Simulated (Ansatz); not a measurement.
Complex (SMILES): F (HF) with S (H2S), atoms 1 to 2 the first; geometry from B3LYP-D3(BJ)/def2-TZVP, monomers rigid:
```xyz
5

F      1.0514    -0.0999    -0.0372
H      0.2433     0.3752     0.0204
S     -1.5978     1.6545     0.0327
H     -1.5779     1.8425    -1.2976
H     -0.9121     2.7859     0.2673
```

The counterpoise-corrected interaction energy at MP2 with Ansatz (an electronic-structure program), in kcal/mol, split into its Hartree-Fock and correlation parts. Cores are frozen. No added dispersion term, no relativity. Functions are those of the species that has most. These sets lack the diffuse functions that weak bonds need.

```tsv
basis	X	functions	Hartree-Fock	MP2
cc-pV(D+d)Z	2	52	-2.73	-3.28
cc-pV(T+d)Z	3	111	-3.00	-4.43
cc-pV(Q+d)Z	4	209	-3.13	-4.97
cc-pV(5+d)Z	5	356	-3.20	-5.28
```

Worked estimate of the basis-set limit from each neighbouring pair, with Hartree-Fock from the larger set and the correlation part extrapolated as X^-3.
Correlation parts: X = 2: -0.55, X = 3: -1.43, X = 4: -1.84, X = 5: -2.08.
- (2,3): (27·(-1.43) - 8·(-0.55))/19 = -1.80; with Hartree-Fock -3.00 the estimate is -4.80 kcal/mol.
- (3,4): (64·(-1.84) - 27·(-1.43))/37 = -2.14; with Hartree-Fock -3.13 the estimate is -5.27 kcal/mol.
- (4,5): (125·(-2.08) - 64·(-1.84))/61 = -2.33; with Hartree-Fock -3.20 the estimate is -5.53 kcal/mol.
The last two estimates differ by 0.26 kcal/mol; the largest set lies 0.25 from the last. Over the last step Hartree-Fock moves by -0.07 and the correlation part by -0.24.
